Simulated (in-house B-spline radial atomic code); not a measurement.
Successive ionisation energies of niobium; each step leads to the configuration of the next row (after the last: [Ar] 3d3). Dirac energy differences include first-order Breit, QED and recoil terms. NIST's values go from ground level to ground level; the uncertainty of those that are theory runs from under 0.1 % in few-electron ions to several per cent in heavy many-electron ones. Computed with an all-electron radial atomic-structure program (B-spline basis): Dirac-Hartree-Fock, average of the configuration, finite nuclei.

```csv
ion,configuration,ionisation energy (eV),tabulated value (eV),tabulated kind,computed minus tabulated (eV),highest orbital,largest mean radius (bohr)
Nb,[Kr] 4d4 5s1,5.4,6.75885,measured,-1.3,5s1/2,4.0509
Nb+,[Kr] 4d4,12.5,14.32,semi-empirical,-1.9,4d5/2,2.0438
Nb2+,[Kr] 4d3,23.4,25.04,semi-empirical,-1.6,4d5/2,1.8521
Nb3+,[Kr] 4d2,35.8,37.611,measured,-1.8,4d5/2,1.7193
Nb4+,[Kr] 4d1,?,?,measured,?,?,?
Nb5+,[Ar] 3d10 4s2 4p6,101.7,102.069,semi-empirical,-0.4,4p3/2,1.2418
Nb6+,[Ar] 3d10 4s2 4p5,119.6,119.1,measured,0.5,4p3/2,1.2121
Nb7+,[Ar] 3d10 4s2 4p4,138.2,136,tabulated theory,2.2,4p3/2,1.1852
Nb8+,[Ar] 3d10 4s2 4p3,157.5,159.2,semi-empirical,-1.7,4p3/2,1.1602
Nb9+,[Ar] 3d10 4s2 4p2,?,?,tabulated theory,?,?,?
Nb10+,[Ar] 3d10 4s2 4p1,?,?,semi-empirical,?,?,?
Nb11+,[Ar] 3d10 4s2,243.7,246.1,semi-empirical,-2.4,4s1/2,1.0327
Nb12+,[Ar] 3d10 4s1,267.2,268.59,measured,-1.3,4s1/2,1.0158
Nb13+,[Ar] 3d10,483.3,482.5,semi-empirical,0.8,3d5/2,0.44177
Nb14+,[Ar] 3d9,533.8,530,tabulated theory,3.8,3d5/2,0.4366
Nb15+,[Ar] 3d8,586.1,581,tabulated theory,5.1,3d5/2,0.43147
Nb16+,[Ar] 3d7,640.1,636,tabulated theory,4.1,3d5/2,0.4264
Nb17+,[Ar] 3d6,695.6,688,tabulated theory,7.6,3d5/2,0.42139
Nb18+,[Ar] 3d5,752.9,758,tabulated theory,-5.1,3d5/2,0.41738
Nb19+,[Ar] 3d4,811.7,816,tabulated theory,-4.3,3d5/2,0.4134
```

(1) Fill in the row of Nb4+.

(2) Fill in the row of Nb9+.

(3) Fill in the row of Nb10+.

(4) Where is the largest jump?

Where a p, d or f electron is removed, the computed value is a mean over both j, so it misses the tabulated one by a part of the spin-orbit splitting; averaging over terms and missing correlation add to the gap, relatively most at low charge.

Answers

(1) ionisation energy (eV): 49.4; tabulated value (eV): 50.5728; computed minus tabulated (eV): -1.2; highest orbital: 4d5/2; largest mean radius (bohr): 1.6186.

(2) ionisation energy (eV): 177.3; tabulated value (eV): 180; computed minus tabulated (eV): -2.7; highest orbital: 4p3/2; largest mean radius (bohr): 1.1368.

(3) ionisation energy (eV): 197.7; tabulated value (eV): 200.28; computed minus tabulated (eV): -2.6; highest orbital: 4p3/2; largest mean radius (bohr): 1.1148.

(4) From Nb to Nb+, by a factor of 2.30 (5.42 to 12.461 eV); the highest orbital goes from 5s1/2 to 4d5/2.
